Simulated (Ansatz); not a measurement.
Compare A (`CN[SiH2]S`) with its isomer B (`NC([SiH3])S`).

Gas-phase electronic energies from Ansatz, PBE0-D4/def2-TZVP geometries. CBS: MP2 limit from def2 TZ/QZ plus the TZ coupled-cluster correction, frozen cores. DFT in def2-TZVPP. Each species was taken in one conformer, which may not be the lowest.

A:

```xyz
11

C     1.058    0.260    1.425
N     0.509    0.467    0.104
Si   -0.720   -0.472   -0.613
S    -1.760    0.814   -1.971
H     1.990   -0.318    1.422
H     1.252    1.214    1.925
H     0.336   -0.285    2.038
H     1.069    1.056   -0.492
H    -1.560   -0.960    0.513
H    -0.305   -1.654   -1.424
H    -1.869   -0.123   -2.927
```

B:

Z-matrix (Å, degrees):
```
C
Si 1 1.891
S 1 1.812 2 108.7
N 1 1.449 2 110.9 3 122.4
H 1 1.102 2 108.9 3 -110.2
H 2 1.492 1 109.9 3 -173.6
H 2 1.484 1 109.5 3 66.7
H 2 1.485 1 109.0 3 -54.3
H 3 1.345 1 96.6 2 59.7
H 4 1.013 1 111.0 2 62.9
H 4 1.014 1 111.0 2 -176.3
```

**Question.** Which is lower in electronic energy at CCSD(T)/CBS, and by how much? (Best estimate.)

**Answer.** Ansatz gave: A, by 39.2 kcal/mol.

**Question.** Give E(B) − E(A) in kcal/mol with ωB97M-V, CCSD/def2-TZVPP, PBE-D4, CCSD(T)/def2-TZVPP, MP2/def2-TZVPP, PBE0-D4, B2PLYP. (Estimate.)

**Answer.** Computed: ωB97M-V 39.0, CCSD/def2-TZVPP 39.6, PBE-D4 37.0, CCSD(T)/def2-TZVPP 38.8, MP2/def2-TZVPP 39.7, PBE0-D4 38.7, B2PLYP 40.1. None reverses the order clearly.

Largest T1 diagnostic: 0.011.

The D4 term adds −0.9 kcal/mol with B3LYP and −0.4 kcal/mol with PBE0; it sums over pairs of atoms, weighted by their polarisabilities, and B3LYP, whose exchange is more repulsive, gets the larger term. In def2-TZVPP, CCSD(T) changes the Hartree–Fock value by −4.4 kcal/mol (the triples alone add −0.8 kcal/mol) and MP2 by −3.5 kcal/mol.

B3LYP here is the variant with VWN-RPA as its local correlation; programs differ in this.
